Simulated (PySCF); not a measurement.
Two structures of SiH$_{3}$OF$_{3}$, singlet, reached by relaxing down either side of one saddle point (PBE0-D4/def2-TZVP). Energies are electronic, without zero-point energy. Program: PySCF 2.14 with density fitting (its default auxiliary sets; JK sets also for MP2 and CCSD(T)). Basis: def2-TZVPP and def2-QZVPP. Cores are frozen in the correlated methods. Extrapolation: Hartree–Fock as exp(−7.88 √X), correlation as X^−2.97. First:

```xyz
8
angstrom
Si -1.1400 -0.0382 0.2798
F -0.4819 -1.4711 0.2958
F -0.8033 0.6935 -1.0762
F -0.6566 0.8141 1.5059
H -2.5925 -0.2016 0.3637
H 2.1053 -0.6740 -0.0956
O 1.8105 0.2334 0.0140
H 1.9161 0.6421 -0.8486
```

Second:

| atom | x (Å) | y (Å) | z (Å) |
| --- | --- | --- | --- |
| Si1 | -0.5474 | 0.9981 | 0.0241 |
| F2 | 0.1104 | -2.7078 | 0.4375 |
| F3 | -0.7253 | 1.5915 | -1.4279 |
| F4 | -0.1423 | 2.2100 | 0.9515 |
| H5 | -1.7753 | 0.3589 | 0.4890 |
| H6 | 0.3438 | -1.8142 | 0.2974 |
| O7 | 0.6374 | -0.1237 | 0.0283 |
| H8 | 1.5305 | 0.1112 | -0.2350 |

(1) Which bonds change from the first to the second?

(2) Give the saddle point's structure and its height above each. (To be estimated.)

No T1 diagnostic of these runs exceeds 0.012.

## Answers

(1) SiHF₃ ([F][SiH]([F])[F]) + H₂O → SiH₂OF₂ ([OH][SiH]([F])[F]) + HF; bonds formed: Si1–O7, F2–H6; bonds broken: Si1–F2, H6–O7.

(2) The calculation gives: 1.216 eV above the first and 0.991 eV above the second (CCSD(T) at an estimated basis limit (MP2 extrapolated from triple and quadruple zeta, plus CCSD(T) − MP2 in triple zeta)).
```xyz
8
angstrom
Si -0.6047 0.1988 -0.0423
F -0.0360 -1.6085 -0.3396
F -0.7441 0.3592 -1.6131
F -0.6592 1.7546 0.3747
H -1.7037 -0.3441 0.7523
H 0.9567 -1.0323 0.0641
O 1.0624 0.0096 0.5194
H 1.7284 0.6626 0.2845
```

The step is the kind of ligand exchange by which a precursor binds to a hydroxyl group, or is hydrolysed, in atomic layer deposition of oxides.

Labels in which every atom is bracketed show which atoms are joined, not bond orders.

For scale, one of the runs: CCSD(T)/def2-TZVPP, 208 basis functions, launched by `OMP_NUM_THREADS=4 python run.py`. The run took 12 min on 4 CPU threads of an Arm Neoverse V2 (shared host), with 3.8 GiB of host memory at its peak.
